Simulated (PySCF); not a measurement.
C4H6OSSi, SMILES S[SiH2]c1ccco1 (GFN2-xTB optimised geometry):

```
13

S      1.165     2.217     0.003
Si    -0.783     1.304     0.002
C     -0.424    -0.521     0.001
C      0.733    -1.255     0.001
C      0.350    -2.613     0.000
C     -1.012    -2.613     0.000
O     -1.489    -1.363     0.000
H      0.736     3.469    -0.003
H     -1.485     1.735     1.209
H     -1.485     1.737    -1.203
H      1.728    -0.860     0.001
H      0.994    -3.469     0.000
H     -1.728    -3.412     0.000
```

Method: B3LYP/def2-TZVP in PySCF.

Problem. What are the frontier orbital energies and the dipole moment?

Solution. HOMO-2 -8.09 eV, HOMO-1 -7.08 eV, HOMO -6.63 eV, LUMO -0.60 eV, LUMO+1 -0.01 eV; dipole moment 0.89 D.

Meta-Löwdin charges at B3LYP/def2-TZVP: S1 -0.32, Si2 0.64, C3 -0.09, C4 -0.16, C5 -0.18, C6 0.05, O7 -0.23, H8 0.10, H9 -0.11, H10 -0.11, H11 0.14, H12 0.13, H13 0.14.
